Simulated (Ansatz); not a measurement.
C3H2, SMILES `[C]1C=C1` (charge 0, multiplicity 1).

The numbers are results of frozen-core CCSD(T)/cc-pV5Z // PBE0-D3(BJ)/def2-TZVP (Ansatz, an electronic-structure program), not measurements.

Ansatz 0.2 input:
```yaml
crystal:
  periodic: [false, false, false]
  atoms:
    - { symbol: C, position_ang: [-0.020542, 1.213279, 0.065228] }
    - { symbol: C, position_ang: [-0.617668, -0.044034, -0.169878] }
    - { symbol: C, position_ang: [0.618837, -0.024978, 0.290148] }
    - { symbol: H, position_ang: [-1.485633, -0.595179, -0.498375] }
    - { symbol: H, position_ang: [1.505007, -0.549087, 0.614256] }
basis:
  gaussian: { orbitals: cc-pV5Z }
correlation:
  method: ccsd_t
```

Output:

```
Functional definition: HF
2398 factors; integrals over basis functions are off by at most 6.6e-4 eV
mean field evaluation 1: about -3118.5267 eV, gradient 2.6e1 eV
mean field evaluation 2: about -3118.5276 eV, gradient 2.6e1 eV
mean field evaluation 4: about -3120.3393 eV, gradient 2.6e0 eV
mean field evaluation 8: about -3120.3661 eV, gradient 3.7e-4 eV
mean field evaluation 16: about -3120.3650 eV, gradient 2.1e-1 eV
mean field -3120.36606149 eV, -114.6713376997 hartree, gradient 1.9e-6 eV, S^2 0.000000; 0 other end points of the search recorded, 0 dependent functions left out
3 core orbitals not correlated
reference -3120.36606149 eV, -114.6713376997 hartree; 7, 7 occupied and 373, 373 virtual orbitals, 2398 factors
second order -12.78543122 eV of doubles, -0.00000000 eV of singles
cycle   1  -12.64496180 eV  change    1.4e-1 eV  update   7.6e-2
cycle   2  -12.99428257 eV  change   -3.5e-1 eV  update   2.3e-2
cycle   3  -13.05155450 eV  change   -5.7e-2 eV  update   9.8e-3
cycle   4  -13.04668423 eV  change    4.9e-3 eV  update   2.4e-3
cycle   5  -13.04787799 eV  change   -1.2e-3 eV  update   8.9e-4
cycle   6  -13.04818577 eV  change   -3.1e-4 eV  update   3.1e-4
cycle   7  -13.04800208 eV  change    1.8e-4 eV  update   1.1e-4
cycle   8  -13.04800867 eV  change   -6.6e-6 eV  update   3.4e-5
cycle   9  -13.04802252 eV  change   -1.4e-5 eV  update   1.2e-5
perturbative correction -0.70249123 eV, -0.0258160764 hartree
Total energy: -3134.11657523 eV, -115.1766597593 hartree
```
